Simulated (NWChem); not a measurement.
System: TiH$_{4}$O; SMILES [OH][TiH3]

NWChem input:

```
start job
memory heap 200 mb stack 900 mb global 1100 mb
geometry units angstroms
  Ti    -0.404690    -0.051721    -0.076210
  O      1.261106     0.161205     0.237450
  H      2.200418     0.280879     0.414910
  H     -1.344431     0.529349     1.194748
  H     -0.782777    -1.679178    -0.287661
  H     -0.872523     0.766309    -1.471938
end
basis spherical
  * library def2-svp
end
dft
  xc pbe0
  iterations 150
end
driver
  maxiter 120
end
task dft optimize
task dft freq
```

The level has its own optimisation; frequencies are unscaled.

Q: Give the results of this calculation. (PBE0/def2-SVP.) Quantities: r O–Ti (Å); r H–Ti (Å); r H–O (Å); highest harmonic frequency (cm⁻¹); lowest (cm⁻¹); zero-point energy (kcal/mol); dipole (D).

A: 
```json
{
  "r O–Ti (Å)": "1.719",
  "r H–Ti (Å)": "1.695",
  "r H–O (Å)": "0.960",
  "highest harmonic frequency (cm⁻¹)": "3980",
  "lowest (cm⁻¹)": "147",
  "zero-point energy (kcal/mol)": "18.5",
  "dipole (D)": "2.20"
}
```
